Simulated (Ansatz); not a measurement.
Two isomers of C2H5BrOSi: A = `Br[SiH]1CCO1`, B = `BrC1CO[SiH2]1`.

Computed with Ansatz on PBE0-D4/def2-TZVP structures; ΔE is electronic, products minus reactants. CBS: MP2 limit from def2 TZ/QZ plus the TZ coupled-cluster correction, frozen cores. Functionals use def2-TZVPP. For Br outer-core shells are correlated without core-valence functions, which leaves a few kJ/mol of doubt a bond. Scalar relativity is left out up to krypton.

A:

Z-matrix (Å, degrees):
```
Si
C 1 1.864
C 1 2.258 2 42.7
Br 1 2.216 2 116.5 3 111.0
O 1 1.655 2 82.7 3 -2.4
H 1 1.480 2 122.3 3 -117.2
H 2 1.090 1 116.0 3 113.1
H 2 1.088 1 117.5 3 -114.2
H 3 1.092 1 127.1 2 -94.7
H 3 1.092 1 122.7 2 97.1
```

B:

```xyz
10

Br    1.701   -0.421   -1.784
C     0.031   -0.258   -0.823
C    -0.033   -1.024    0.517
O    -0.288    0.050    1.448
Si   -0.203    1.245    0.289
H    -0.758   -0.520   -1.522
H     0.905   -1.525    0.762
H    -0.853   -1.747    0.552
H     0.954    2.165    0.418
H    -1.454    2.035    0.144
```

Question: Which is lower in electronic energy at CCSD(T)/CBS, and by how much? (An estimate is asked.)

Answer: The calculation gave: A, by 170.6 kJ/mol.

Question: Give E(B) − E(A) in kJ/mol with MP2/def2-TZVPP, HF/def2-TZVPP, PBE-D4, PBE0-D4, B2PLYP, r2SCAN-D4, ωB97M-V. (Best estimate.)

Answer: Computed: MP2/def2-TZVPP 170.7, HF/def2-TZVPP 173.9, PBE-D4 167.7, PBE0-D4 172.6, B2PLYP 169.4, r2SCAN-D4 175.9, ωB97M-V 172.1. None reverses the order clearly.

Largest T1 diagnostic: 0.010.

In def2-TZVPP, CCSD(T) changes the Hartree–Fock value by −7.8 kJ/mol (the triples alone add −1.4 kJ/mol) and MP2 by −3.1 kJ/mol. From PBE to PBE0 (25 % exact exchange), in def2-TZVPP and without D4, E(B) − E(A) moves by +4.7 kJ/mol.
